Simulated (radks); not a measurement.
Coulomb parameter of the 3d shell of the iron ion Fe2+ in the model configuration [Ar] 3d4 4p2, as a second difference U = [E(n + 0.5) + E(n - 0.5) - 2 E(n)] / (0.5)^2 with all orbitals relaxed. "Bare": the charge of the atom changes with n. "Screened": the 4p shell takes up the change at fixed total charge, which measures U(3d,3d) + U(4p,4p) - 2 U(3d,4p). Method: scalar-relativistic Kohn-Sham, PBE, spin-unpolarised, spherical densities, finite nucleus; Fermi nuclear charge, rms radius 3.7377 fm; computed with a radial shooting solver on a logarithmic mesh with Libxc functionals.

case              configuration  E - E(n) (eV)
start              [Ar] 3d4 4p2          0.000
bare +0.5        [Ar] 3d4.5 4p2        -18.369
bare -0.5        [Ar] 3d3.5 4p2         22.971
screened +0.5  [Ar] 3d4.5 4p1.5        -10.384
screened -0.5  [Ar] 3d3.5 4p2.5         11.951

U(bare) = 18.410 eV, U(screened by 4p) = 6.267 eV, against the Slater integral F0(3d,3d) = 26.542 eV with frozen orbitals.
